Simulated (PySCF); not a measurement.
C$_{2}$H$_{9}$AlN, doublet, at a GFN2-xTB geometry (such geometries of metal compounds can be far from the true shape) (the spin is typed, not shown lowest). Base run: B3LYP/6-311G** (PySCF).

Here is a job for PySCF.
```python
from pyscf import gto, scf, dft

mol = gto.Mole()
mol.atom = '''
    Al    0.45612501    0.14400214    0.58553422
    C     1.18040402    1.02448517   -1.10446545
    H     2.00314753    0.45334385   -1.55194589
    H     1.59408064    2.01416057   -0.88401319
    H     0.44282261    1.18205973   -1.90181117
    C    -1.48074391    0.53159024    1.08975994
    H    -1.92499362   -0.27422218    1.68696724
    H    -2.15887810    0.70017555    0.24339754
    H    -1.55151213    1.43153730    1.70965678
    N    -0.21172714   -1.59855754   -0.61587026
    H    -0.84351527   -1.16649869   -1.28504584
    H    -0.73313935   -2.29622058   -0.09560394
    H     0.52649194   -2.06291305   -1.13422149
'''
mol.basis = '6-311g**'
mol.spin = 1
mol.verbose = 5
mol.build()

mf = dft.UKS(mol)
mf.xc = 'b3lyp'
mf.kernel()
```

The base run was repeated with changes; each row names its change, and settings that it needs were set with it.

```json
[
 {"change": "base", "ΔE vs base (mEh)": "0.000", "fitting functions": "-", "dipole (D)": "4.38"},
 {"change": "auxbasis = def2-tzvp-ri", "ΔE vs base (mEh)": "-3.879", "fitting functions": "476", "dipole (D)": "4.38"},
 {"change": "auxbasis = cc-pvtz-jkfit", "ΔE vs base (mEh)": "-0.026", "fitting functions": "628", "dipole (D)": "4.38"},
 {"change": "auxbasis = def2-universal-jkfit", "ΔE vs base (mEh)": "-0.108", "fitting functions": "517", "dipole (D)": "4.38"},
 {"change": "auxbasis = even-tempered beta=3.0", "ΔE vs base (mEh)": "-0.559", "fitting functions": "571", "dipole (D)": "4.38"},
 {"change": "exchange = seminumerical (SGX) (with mf = sgx.sgx_fit(mf, auxbasis='def2-universal-jfit'); with mf.with_df.dfj = True)", "ΔE vs base (mEh)": "-0.332", "fitting functions": "297", "dipole (D)": "4.38"},
 {"change": "auxbasis = cc-pvqz-jkfit", "ΔE vs base (mEh)": "-0.009", "fitting functions": "925", "dipole (D)": "4.38"},
 {"change": "auxbasis = default (with mf = mf.density_fit())", "ΔE vs base (mEh)": "-0.026", "fitting functions": "628", "dipole (D)": "4.38"},
 {"change": "only_dfj = on; auxbasis = def2-universal-jfit", "ΔE vs base (mEh)": "-0.332", "fitting functions": "297", "dipole (D)": "4.38"},
 {"change": "auxbasis = def2-universal-jfit", "ΔE vs base (mEh)": "213.3", "fitting functions": "297", "dipole (D)": "4.37"}
]
```

A fitting set is made for a task (jfit for Coulomb, jkfit for Coulomb and exchange, ri for correlation) and for a family of orbital bases.

Open shells are given as the SCF converged; they aren't shown to be the lowest states, and a large step between rows can be another state.
